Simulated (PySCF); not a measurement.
²⁹Si chemical shifts

Computed data (PySCF 2.14): shielding tensors at PBE0/pcSseg-1 (GIAO), geometry: GFN2-xTB. Equivalent nuclei averaged, non-relativistic Hamiltonian, no solvent model, single conformer.

Shieldings were converted by a linear fit to measured shifts: ²⁹Si: δ = 279.94 − 0.822σ (rms 8.9 ppm, 72 shifts, 25.8 ppm with the 6 outliers that the fit left out vs TMS, solution or neat liquid). Occasional misses reach two or three times the rms, and more in compound classes unlike the fitted ones.

Task: Give the ²⁹Si shifts of `C[Si](N)([SiH3])[SiH3]`, `C[SiH2][Si@@H](N)[SiH3]`, `C[Si@](O)([SiH3])C#N`, `C#CC[C@H](CN)N[SiH3]`.

Result: 
```json
{"compound": "[CH3:1][Si:2]([NH2:3])([SiH3:4])[SiH3:5]", "environment": "Si2: silicon bonded to C, N, 2 Si", "δ (ppm)": "-22.7"}
{"compound": "[CH3:1][Si:2]([NH2:3])([SiH3:4])[SiH3:5]", "environment": "Si4/5: silicon bonded to Si, 3 H (×2)", "δ (ppm)": "-103.4"}
{"compound": "[CH3:1][SiH2:2][Si@@H:3]([NH2:4])[SiH3:5]", "environment": "Si3: silicon bonded to N, 2 Si, H", "δ (ppm)": "-48.9"}
{"compound": "[CH3:1][SiH2:2][Si@@H:3]([NH2:4])[SiH3:5]", "environment": "Si2: silicon bonded to C, Si, 2 H", "δ (ppm)": "-70.1"}
{"compound": "[CH3:1][SiH2:2][Si@@H:3]([NH2:4])[SiH3:5]", "environment": "Si5: silicon bonded to Si, 3 H", "δ (ppm)": "-103.9"}
{"compound": "[CH3:1][Si@:2]([OH:3])([SiH3:4])[C:5]#[N:6]", "environment": "Si2: silicon bonded to 2 C, O, Si", "δ (ppm)": "-22.0"}
{"compound": "[CH3:1][Si@:2]([OH:3])([SiH3:4])[C:5]#[N:6]", "environment": "Si4: silicon bonded to Si, 3 H", "δ (ppm)": "-104.1"}
{"compound": "C#CC[C@H](CN)N[SiH3]", "environment": "silicon bonded to N, 3 H", "δ (ppm)": "-64.5"}
```

Task: Order these by ²⁹Si shift, lowest first.
A. CC(C)O[SiH2]C(F)(F)F
B. C#CC(=C=S)[SiH2]C=O
C. C=C(Cl)[C@@H]1C[C@H]1S[SiH3]

Result: B (-67.7 ppm, silicon bonded to 2 C, 2 H), C (-53.8 ppm, silicon bonded to S, 3 H), A (-41.8 ppm, silicon bonded to C, O, 2 H).
